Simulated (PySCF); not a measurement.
Record of a relaxation.

3-chloropropyl acetate, C5H9ClO2.
Bonds: C1–C2, C2–O3 (double), C2–O4, O4–C5, C5–C6, C6–C7, C7–Cl8. Hydrogens: H9, H10, H11 on C1; H12, H13 on C5; H14, H15 on C6; H16, H17 on C7.

Computed by this run: PySCF, PBE0-D3(BJ)/def2-SVP geometry optimisation, gas phase; density fitting, grid level 2; the optimiser is geomeTRIC in internal coordinates, started from a GFN2-xTB structure. The frame can shift and turn from step to step; on so coarse a grid that alone can change the energy by a few meV, and forces under 0.02 eV/Å are noise.

Step 0: E = -21923.8330 eV, largest atomic force 0.727 eV/Å
```
atom  x, y, z in Å  |  force x, y, z in eV/Å
C1      3.102   -0.251   -0.238   -0.469   0.299   0.119
C2      1.725    0.283    0.055    0.244  -0.071   0.009
O3      1.422    1.446    0.082   -0.081   0.080   0.008
O4      0.864   -0.715    0.290   -0.067  -0.036  -0.021
C5     -0.477   -0.348    0.602    0.108   0.147  -0.526
C6     -1.269    0.019   -0.654   -0.085  -0.021   0.722
C7     -2.694    0.421   -0.325    0.416  -0.439  -0.117
Cl8    -3.599   -0.945    0.386   -0.185  -0.124   0.099
H9      3.402   -0.941    0.545    0.128  -0.313   0.265
H10     3.081   -0.795   -1.180    0.014  -0.265  -0.354
H11     3.805    0.573   -0.307    0.212   0.281  -0.028
H12    -0.462    0.503    1.291   -0.029   0.125   0.163
H13    -0.909   -1.221    1.094   -0.121  -0.131   0.111
H14    -0.779    0.864   -1.143    0.137   0.245  -0.146
H15    -1.265   -0.830   -1.341   -0.021  -0.225  -0.255
H16    -2.719    1.229    0.408   -0.053   0.293   0.145
H17    -3.235    0.719   -1.222   -0.148   0.155  -0.193
```

Step 1: E = -21923.8573 eV, largest atomic force 0.121 eV/Å
```
atom  x, y, z in Å  |  force x, y, z in eV/Å
C1      2.546   -0.928   -0.364    0.085  -0.037  -0.017
C2      1.187   -0.387   -0.042   -0.107   0.020   0.000
O3      0.897    0.778    0.042    0.030  -0.015  -0.006
O4      0.302   -1.380    0.143    0.035   0.016  -0.013
C5     -1.029   -0.998    0.466   -0.027  -0.017   0.105
C6     -1.825   -0.635   -0.772    0.028  -0.055  -0.084
C7     -3.257   -0.261   -0.470   -0.081   0.058   0.068
Cl8    -4.189   -1.621    0.251    0.076   0.067  -0.045
H9      2.866   -1.634    0.416   -0.012   0.021  -0.021
H10     2.510   -1.488   -1.312   -0.016   0.018   0.033
H11     3.260   -0.101   -0.448   -0.013  -0.015   0.003
H12    -1.005   -0.148    1.168   -0.001  -0.029  -0.029
H13    -1.474   -1.867    0.970    0.013   0.023  -0.022
H14    -1.346    0.232   -1.260   -0.035  -0.025   0.015
H15    -1.803   -1.476   -1.485    0.021   0.034   0.023
H16    -3.313    0.572    0.249   -0.013  -0.043  -0.030
H17    -3.792    0.036   -1.382    0.017  -0.023   0.019
```

Step 2: E = -21923.8583 eV, largest atomic force 0.040 eV/Å
```
atom  x, y, z in Å  |  force x, y, z in eV/Å
C1      2.543   -0.929   -0.367    0.019  -0.021  -0.004
C2      1.184   -0.386   -0.045   -0.006   0.009  -0.009
O3      0.898    0.781    0.033   -0.026  -0.017   0.009
O4      0.301   -1.379    0.148    0.034   0.020   0.011
C5     -1.030   -0.999    0.473   -0.007   0.008   0.002
C6     -1.822   -0.632   -0.768    0.002   0.005  -0.015
C7     -3.255   -0.259   -0.470   -0.030  -0.013   0.016
Cl8    -4.179   -1.625    0.240   -0.001   0.004  -0.002
H9      2.865   -1.630    0.417   -0.001   0.000   0.000
H10     2.502   -1.495   -1.309   -0.004  -0.002   0.000
H11     3.258   -0.104   -0.458   -0.005   0.001   0.001
H12    -1.009   -0.151    1.175    0.007   0.002   0.001
H13    -1.476   -1.869    0.972    0.002   0.001  -0.008
H14    -1.345    0.236   -1.251    0.005   0.000   0.007
H15    -1.793   -1.471   -1.483   -0.001   0.004   0.003
H16    -3.319    0.569    0.250    0.008   0.001  -0.006
H17    -3.787    0.036   -1.384    0.004   0.000  -0.005
```

Step 3: E = -21923.8583 eV, largest atomic force 0.049 eV/Å
```
atom  x, y, z in Å  |  force x, y, z in eV/Å
C1      2.541   -0.930   -0.370    0.001   0.035   0.000
C2      1.183   -0.383   -0.044   -0.035  -0.026   0.003
O3      0.892    0.781    0.034    0.046   0.012  -0.009
O4      0.303   -1.377    0.153   -0.006  -0.023   0.013
C5     -1.029   -0.998    0.476   -0.005   0.004  -0.016
C6     -1.819   -0.631   -0.766   -0.003   0.014   0.009
C7     -3.255   -0.260   -0.471    0.002  -0.022  -0.003
Cl8    -4.177   -1.628    0.235   -0.010  -0.007   0.006
H9      2.864   -1.630    0.414   -0.003   0.001   0.006
H10     2.494   -1.498   -1.310   -0.003  -0.001  -0.005
H11     3.256   -0.106   -0.466    0.007   0.003  -0.002
H12    -1.009   -0.151    1.179    0.004   0.004   0.004
H13    -1.474   -1.869    0.974   -0.003  -0.006   0.000
H14    -1.342    0.239   -1.247    0.006   0.006   0.001
H15    -1.787   -1.468   -1.482   -0.003  -0.006  -0.004
H16    -3.321    0.568    0.248    0.005   0.010   0.003
H17    -3.784    0.034   -1.387   -0.001   0.004  -0.006
```

Step 4: E = -21923.8584 eV, largest atomic force under 0.02 eV/Å
```
atom  x, y, z in Å  |  force x, y, z in eV/Å
C1      2.542   -0.930   -0.370   -0.005   0.003   0.001
C2      1.183   -0.385   -0.043    0.004  -0.007  -0.005
O3      0.896    0.781    0.034    0.000   0.007   0.001
O4      0.302   -1.378    0.155    0.001  -0.003   0.003
C5     -1.030   -0.998    0.477   -0.006   0.001  -0.006
C6     -1.819   -0.631   -0.766    0.001   0.004   0.005
C7     -3.255   -0.261   -0.472    0.005  -0.009  -0.001
Cl8    -4.180   -1.628    0.235    0.002   0.002   0.001
H9      2.866   -1.628    0.414    0.001  -0.001   0.002
H10     2.494   -1.498   -1.311    0.001  -0.002  -0.001
H11     3.256   -0.105   -0.468    0.000   0.001   0.000
H12    -1.009   -0.151    1.180    0.002   0.001   0.001
H13    -1.476   -1.869    0.974   -0.002  -0.002   0.002
H14    -1.342    0.239   -1.245   -0.002   0.004   0.000
H15    -1.787   -1.468   -1.482    0.001  -0.003  -0.003
H16    -3.321    0.568    0.248   -0.001   0.005   0.002
H17    -3.784    0.034   -1.388    0.000   0.001  -0.001
```

**Question.** Summarise the path.

**Answer.** The energy falls by 0.0254 eV from step 0 to step 4; nine tenths of that is first reached at step 1. It never rises by more than 0.2 meV. The largest force goes from 0.727 to under 0.02 eV/Å. Among the bonds C1–H9 changes most (a near tie, within 0.001 Å, with another), from 1.087 to 1.099 Å; the atoms move by 0.038 Å rms after alignment.

The cost below is that of the whole optimisation. Time: 47 s wall; peak memory 0.76 GiB. Hardware: an Arm Neoverse V2 with one thread (shared host).
